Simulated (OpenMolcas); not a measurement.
Computed levels of 3d in ions with 19 electrons, in cm-1 above ²D_3/2.

```yaml
Program: OpenMolcas
Method: CASSCF
Basis: ANO-RCC-VQZP
Scalar_Hamiltonian: DKH2, point nucleus
Spin-orbit_coupling: RASSI with atomic mean-field integrals over the reference wave functions, term energies averaged over their components
```

Active space for each ion: 1 electron in 10 orbitals (3d 4d).

```json
{"Level": "²D_5/2", "V4+": "596", "Mn6+": "1300", "Fe7+": "1810"}
```

Q: Estimate ²D_5/2 for Cr5+ from its neighbours V4+ and Mn6+.

A: ²D_5/2 is fine structure, which grows about as the fourth power of a screened charge, so the fourth roots are averaged: ((596^0.25 + 1300^0.25) / 2)^4 = 897. The calculation gives 909, so the estimate is off by -1.3 %; the measured value is 940 (Sugar and Corliss, J. Phys. Chem. Ref. Data 6, 317 (1977)).

With one active electron outside closed inactive shells, the extra shells (4d) add no correlation to the reference. With one active electron the reference holds no correlation, so core polarisation is missing. Computed and measured levels are paired by configuration, term and J; levels that our copy of the source lacks, or whose pairing is in doubt (as where it misses far off the trend of its configuration), stay unpaired and out of the deviations. Levels of configurations outside the active space are missing.
